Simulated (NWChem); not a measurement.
Species: TeCl cation; SMILES Cl[Te+]

```xyz
2

Te     0.0000     0.0000    -0.5487
Cl     0.0000     0.0000     1.6743
```
Atoms are numbered in this order, from 1.

Level: PBE0/def2-SVP with def2 effective core potentials on Te (NWChem), optimised geometry, unscaled harmonic frequencies. def2 effective core potentials on Te; no spin-orbit coupling.

| frequency (cm⁻¹) | IR intensity (km/mol) |
|---|---|
| 490 | 12.6 |

The zero-point energy comes out as 0.7 kcal/mol, the thermal correction to the enthalpy at 298.15 K (with zero-point energy) comes out as 2.9 kcal/mol and the heat capacity Cv comes out as 6.2 cal/(mol K). The entropy at 298.15 K and 1 atm (symmetry number 1) comes out as 58.6 cal/(mol K).

Rigid rotor and harmonic oscillator.
